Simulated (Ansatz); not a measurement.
System: CH5Si, charge 1, singlet. CH5Si+ (parent SMILES C[SiH2], singlet).
B3LYP-D3(BJ)/def2-TZVP minimum from Ansatz (a program for electronic structure):
```
C
H 1 1.0917
H 1 1.0917 2 111.38
H 1 1.1034 2 107.15 3 -116.89
Si 1 1.8123 2 112.07 4 -116.65
H 5 1.4692 1 121.49 2 28.08
H 5 1.4692 6 116.99 1 -177.86
```
Charge +1, spin multiplicity 1.

Hartree-Fock and MP2 correlation energies in hartree (Ansatz). Radicals and triplets start from unrestricted determinants; spin-orbit coupling is neglected. Cores are frozen in correlated methods. No relativity. The spin of CH5Si+ (parent SMILES C[SiH2], singlet) was assumed, and the state is the lowest solution found for it.

```csv
basis,X,E(HF),"E(corr, MP2)"
cc-pV(T+d)Z,3,-329.44945,-0.27858
cc-pV(Q+d)Z,4,-329.45549,-0.29682
cc-pV(5+d)Z,5,-329.45682,withheld
```

Fit E(corr) = E∞ + A/X³ to X = 3 and 4, predict X = 5, and compare with the run.

A = (-0.27858 - (-0.29682))/(1/27 - 1/64) = 0.8519; E∞ = -0.29682 - A/64 = -0.31013; at X = 5, E∞ + A/125 = -0.30332. The run gave -0.30380, 0.48 mEh below the prediction. The same form on X = 4 and 5 gives E∞ = -0.31112, 0.99 mEh below the first estimate.
